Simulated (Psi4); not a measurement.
C$_{4}$H$_{5}$ (SMILES [CH2]C#CC), doublet (typed; the unrestricted solution is spin-contaminated), at a GFN2-xTB geometry; MP2.5/def2-SV(P) (Psi4 1.11).

Psi4 was given this input:
```
memory 2 GB

molecule mol {
0 2
  C    -0.016699   -0.144733    2.054516
  C    -0.005726   -0.050217    0.705697
  C     0.004207    0.034133   -0.513104
  C     0.015858    0.137252   -1.950679
  H    -0.945061   -0.199820    2.594000
  H     0.902734   -0.165853    2.611411
  H    -0.000598    1.187288   -2.252760
  H     0.917223   -0.323779   -2.357243
  H    -0.860138   -0.356451   -2.373990
}

set basis def2-sv(p)
set reference uhf

energy('mp2.5')
print_variables()
```

What the program printed (banner, timings and long lists left out):

```
    Information: MP2.5 default algorithm changed to DF in August 2020. Use `set mp_type conv` for previous behavior.
    For method 'MP2.5', SCF Algorithm Type (re)set to DISK_DF.

   => Loading Basis Set <=

    Name: DEF2-SV(P)
    Role: ORBITAL
    Keyword: BASIS

         ---------------------------------------------------------
                                   SCF
               by Justin Turney, Rob Parrish, Andy Simmonett
                          and Daniel G. A. Smith
                              UHF Reference
         ---------------------------------------------------------

  ==> Geometry <==

    Molecular point group: c1
    Full point group: C1

    Geometry (in Angstrom), charge = 0, multiplicity = 2:

       Center              X                  Y                   Z               Mass
    ------------   -----------------  -----------------  -----------------  -----------------
         C           -0.016434116341    -0.142087996762     2.021245079087    12.000000000000
         C           -0.005461116341    -0.047571996762     0.672426079087    12.000000000000
         C            0.004471883659     0.036778003238    -0.546374920913    12.000000000000
         C            0.016122883659     0.139897003238    -1.983949920913    12.000000000000
         H           -0.944796116341    -0.197174996762     2.560729079087     1.007825032230
         H            0.902998883659    -0.163207996762     2.578140079087     1.007825032230
         H           -0.000333116341     1.189933003238    -2.286030920913     1.007825032230
         H            0.917487883659    -0.321133996762    -2.390513920913     1.007825032230
         H           -0.859873116341    -0.353805996762    -2.407260920913     1.007825032230

  Running in c1 symmetry.

  Rotational constants: A =      3.44700  B =      0.12243  C =      0.12090 [cm^-1]
  Rotational constants: A = 103338.55170  B =   3670.36863  C =   3624.64051 [MHz]
  Nuclear repulsion =   94.588218886206974

  Charge       = 0
  Multiplicity = 2
  Electrons    = 29
  Nalpha       = 15
  Nbeta        = 14

  ==> Algorithm <==

  SCF Algorithm Type is DISK_DF.
  DIIS enabled.
  MOM disabled.
  Fractional occupation disabled.
  Guess Type is SAD.
  Energy threshold   = 1.00e-08
  Density threshold  = 1.00e-08
  Integral threshold = 1.00e-12

  ==> Primary Basis <==

  Basis Set: DEF2-SV(P)
    Blend: DEF2-SV(P)
    Number of shells: 34
    Number of basis functions: 66
    Number of Cartesian functions: 70
    Spherical Harmonics?: true
    Max angular momentum: 2

   => Loading Basis Set <=

    Name: (DEF2-SV(P) AUX)
    Role: JKFIT
    Keyword: DF_BASIS_SCF

  ==> Integral Setup <==

  ==> DiskDFJK: Density-Fitted J/K Matrices <==

    J tasked:                  Yes
    K tasked:                  Yes
    wK tasked:                  No
    Integrals threads:           1
    Algorithm:                Core
    Integral Cache:           SAVE
    Schwarz Cutoff:          1E-12
    Fitting Condition:       1E-10

   => Auxiliary Basis Set <=

  Basis Set: (DEF2-SV(P) AUX)
    Blend: DEF2-UNIVERSAL-JKFIT
    Number of shells: 130
    Number of basis functions: 390
    Number of Cartesian functions: 456
    Spherical Harmonics?: true
    Max angular momentum: 4

  Minimum eigenvalue in the overlap matrix is 5.6501317079E-04.
  Reciprocal condition number of the overlap matrix is 1.0812362833E-04.
    Using symmetric orthogonalization.

  ==> Pre-Iterations <==

  SCF Guess: Superposition of Atomic Densities via on-the-fly atomic UHF (no occupation information).

   -------------------------
    Irrep   Nso     Nmo
   -------------------------
     A         66      66
   -------------------------
    Total      66      66
   -------------------------

  ==> Iterations <==

                           Total Energy        Delta E     RMS |[F,P]|

   @DF-UHF iter SAD:  -153.26628352714846   -1.53266e+02   0.00000e+00
   @DF-UHF iter   1:  -154.05457692288329   -7.88293e-01   5.24950e-03 DIIS/ADIIS
   @DF-UHF iter   2:  -154.14627566205019   -9.16987e-02   2.00657e-03 DIIS/ADIIS
   @DF-UHF iter   3:  -154.15958993514437   -1.33143e-02   7.67142e-04 DIIS/ADIIS
   @DF-UHF iter   4:  -154.16376927885150   -4.17934e-03   4.49802e-04 DIIS/ADIIS
   @DF-UHF iter   5:  -154.16505126445549   -1.28199e-03   2.76348e-04 DIIS/ADIIS
   @DF-UHF iter   6:  -154.16610415817428   -1.05289e-03   1.54932e-04 DIIS/ADIIS
   @DF-UHF iter   7:  -154.16649820897942   -3.94051e-04   1.17254e-04 DIIS/ADIIS
   @DF-UHF iter   8:  -154.16679404945373   -2.95840e-04   9.07656e-05 DIIS
   @DF-UHF iter   9:  -154.16718063351396   -3.86584e-04   3.55247e-05 DIIS
   @DF-UHF iter  10:  -154.16721936178979   -3.87283e-05   1.42605e-05 DIIS
   @DF-UHF iter  11:  -154.16722223736855   -2.87558e-06   6.12722e-06 DIIS
   @DF-UHF iter  12:  -154.16722280152425   -5.64156e-07   1.67077e-06 DIIS
   @DF-UHF iter  13:  -154.16722283407734   -3.25531e-08   5.77286e-07 DIIS
   @DF-UHF iter  14:  -154.16722283795733   -3.87999e-09   2.54435e-07 DIIS
   @DF-UHF iter  15:  -154.16722283886335   -9.06027e-10   1.26843e-07 DIIS
   @DF-UHF iter  16:  -154.16722283911915   -2.55795e-10   5.41410e-08 DIIS
   @DF-UHF iter  17:  -154.16722283916070   -4.15525e-11   2.30411e-08 DIIS
   @DF-UHF iter  18:  -154.16722283916465   -3.95062e-12   8.33684e-09 DIIS
  Energy and wave function converged.

  ==> Post-Iterations <==

   @Spin Contamination Metric:   1.903007570E-01
   @S^2 Expected:                7.500000000E-01
   @S^2 Observed:                9.403007570E-01
   @S   Expected:                5.000000000E-01
   @S   Observed:                5.000000000E-01

    Orbital Energies [Eh]
    ---------------------

    Alpha Occupied:

[...]
    Alpha Virtual:

[...]
    Beta Occupied:

[...]
    Beta Virtual:

[...]
      66A      4.032516

    Final Occupation by Irrep:
              A
    DOCC [    14 ]
    SOCC [     1 ]
    NA   [    15 ]
    NB   [    14 ]

[...]
  @DF-UHF Final Energy:  -154.16722283916465
    Total Energy =                       -154.1672228391646513
  DIE_IF_NOT_CONVERGED          => (empty)
[...]
  MBIS_RADIAL_POINTS            => (empty)
  MBIS_SPHERICAL_POINTS         => (empty)
  MOLDEN_WITH_VIRTUAL           => (empty)
  MOLDEN_WRITE                  => (empty)
  MO_DIIS_NUM_VECS              => (empty)
  MO_MAXITER                    => (empty)
  MO_STEP_MAX                   => (empty)
  MP2_AMP_TYPE                  => (empty)
  MP2_OS_SCALE                  => (empty)
  MP2_SOS_SCALE                 => (empty)
  MP2_SOS_SCALE2                => (empty)
  MP2_SS_SCALE                  => (empty)
  MP2_TYPE                      => (empty)
  MP_TYPE                       => (empty)
  NAT_ORBS                      => FALSE           !
  NUM_FROZEN_DOCC               => (empty)
  NUM_FROZEN_UOCC               => (empty)
  NUM_GPUS                      => (empty)
  OCC_ORBS_PRINT                => (empty)
  OEPROP                        => (empty)
  OO_SCALE                      => (empty)
  OPT_METHOD                    => (empty)
  ORBITAL_OPTIMIZER_PACKAGE     => (empty)
  ORB_OPT                       => FALSE           !
  ORB_RESP_SOLVER               => (empty)
  ORTH_TYPE                     => (empty)
  PARENT_SYMMETRY               => (empty)
  PCG_BETA_TYPE                 => (empty)
  PCG_CONVERGENCE               => (empty)
  PCG_MAXITER                   => (empty)
  PCM                           => (empty)
  PE                            => (empty)
  PPL_TYPE                      => (empty)
  PRINT                         => (empty)
  PRINT_NOONS                   => (empty)
  PROPERTIES                    => (empty)
  PROPERTIES_ORIGIN             => (empty)
  PUREAM                        => (empty)
  QCHF                          => (empty)
  QC_MODULE                     => (empty)
  RAS1                          => (empty)
  RAS2                          => (empty)
  RAS3                          => (empty)
  RAS4                          => (empty)
  READ_SCF_3INDEX               => (empty)
  REGULARIZATION                => (empty)
  REG_PARAM                     => (empty)
  RELATIVISTIC                  => (empty)
  REMP_A                        => (empty)
  RESTRICTED_DOCC               => (empty)
  RESTRICTED_UOCC               => (empty)
  RMS_MOGRAD_CONVERGENCE        => (empty)
  R_CONVERGENCE                 => (empty)
  SCF_TYPE                      => DISK_DF         !
  SCREENING                     => (empty)
  SCS_TYPE                      => (empty)
  SOCC                          => (empty)
  SOS_TYPE                      => (empty)
  TRIPLES_IABC_TYPE             => (empty)
  WFN                           => (empty)
  WFN_TYPE                      => DF-OMP2.5       !
  WRITER_FILE_LABEL             => (empty)
  ZORA_BASIS_TOLERANCE          => (empty)
  ZORA_NR_DEBUG                 => (empty)
  ZORA_PRUNING_SCHEME           => (empty)
  ZORA_RADIAL_POINTS            => (empty)
  ZORA_SPHERICAL_POINTS         => (empty)

	For this residual convergence, default PCG convergence is:     1.00e-07
	For this energy convergence, default residual convergence is:     3.16e-07

 ==============================================================================
 ==============================================================================
 ==============================================================================

                    DF-MP2.5
              Program Written by Ugur Bozkaya
              Latest Revision September 9, 2017

 ==============================================================================
 ==============================================================================
 ==============================================================================

	MO spaces...

	 FC   AOCC   BOCC  AVIR   BVIR   FV
	------------------------------------------
	  0    15    14    51     52     0

	Number of basis functions in the DF-CC basis: 262

	Total memory requirement for DF+CC int:     25.04 MB

	Computing DF-MP2 energy ...
	=======================================================================
	Nuclear Repulsion Energy (a.u.)    :    94.58821888620697
	DF-HF Energy (a.u.)                :  -154.16722283916465
	REF Energy (a.u.)                  :  -154.16722283916465
	Alpha-Alpha Contribution (a.u.)    :    -0.06415425943403
	Alpha-Beta Contribution (a.u.)     :    -0.34670780455326
	Beta-Beta Contribution (a.u.)      :    -0.05420542220917
	Scaled_SS Correlation Energy (a.u.):    -0.03945322721440
	Scaled_OS Correlation Energy (a.u.):    -0.41604936546392
	DF-SCS-MP2 Total Energy (a.u.)     :  -154.62272543184298
	DF-SOS-MP2 Total Energy (a.u.)     :  -154.61794298508389
	DF-SCS(N)-MP2 Total Energy (a.u.)  :  -154.37553587885668
	DF-MP2 Correlation Energy (a.u.)   :    -0.46506748619647
	DF-MP2 Total Energy (a.u.)         :  -154.63229032536111
	=======================================================================

	=======================================================================
	================ MP2.5 FINAL RESULTS ==================================
	=======================================================================
	Nuclear Repulsion Energy (a.u.)    :    94.58821888620697
	SCF Energy (a.u.)                  :  -154.16722283916465
	REF Energy (a.u.)                  :  -154.16722283916465
	Alpha-Alpha Contribution (a.u.)    :    -0.06302252811933
	Alpha-Beta Contribution (a.u.)     :    -0.36546685008672
	Beta-Beta Contribution (a.u.)      :    -0.05285336197890
	DF-MP3 Correlation Energy (a.u.)   :    -0.49761799417348
	DF-MP3 Total Energy (a.u.)         :  -154.66484083333813
	DF-MP2.5 Correlation Energy (a.u.) :    -0.48134274018496
	DF-MP2.5 Total Energy (a.u.)       :  -154.64856557934962
	=======================================================================

  Variable Map:
  ----------------------------------------------------------------------------
[...]
  Array Variable Map:
  ----------------------------------------------------------------------------
[...]
[...]
```
